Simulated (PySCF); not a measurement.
PySCF 2.14 output of an unrestricted PBE0 calculation on a single atom or ion in def2-QZVPPD with the def2 core potential (60 electrons), with a scalar-relativistic core potential:

```
SCF conv_tol = 1e-09
number electrons alpha = 10  beta = 4
    C. Adamo and V. Barone.,  J. Chem. Phys. 110, 6158 (1999)
    M. Ernzerhof and G. E. Scuseria.,  J. Chem. Phys. 110, 5029 (1999)
cycle= 1 E= -89.3305853155487  delta_E= -0.00403  |g|= 0.00933  |ddm|= 0.202
cycle= 2 E= -89.3306461419117  delta_E= -6.08e-05  |g|= 0.00254  |ddm|= 0.0233
cycle= 3 E= -89.330648564211  delta_E= -2.42e-06  |g|= 0.000551  |ddm|= 0.00511
cycle= 4 E= -89.3306487371822  delta_E= -1.73e-07  |g|= 0.000105  |ddm|= 0.000923
cycle= 5 E= -89.3306487415685  delta_E= -4.39e-09  |g|= 6.69e-06  |ddm|= 0.000208
cycle= 6 E= -89.3306487416436  delta_E= -7.51e-11  |g|= 1.49e-06  |ddm|= 2.24e-05
converged SCF energy = -89.3306487416436  <S^2> = 12.000446  2S+1 = 7.0001274
```

The run itself started from symmetry-adapted Hartree-Fock orbitals and held the occupation by maximum overlap, on a logarithmic radial grid, so the iterations belong to that start.

Task: Which element, charge and spin multiplicity is this?

Result: Os²⁺ (osmium, charge +2), multiplicity 7; the state was [Xe] 4f14 5d5 6p1, high-spin 7P determinant (an excited configuration).

Energies and moments cover only the electrons outside the core potential. Spin-orbit coupling, absent here, splits the open shell strongly.
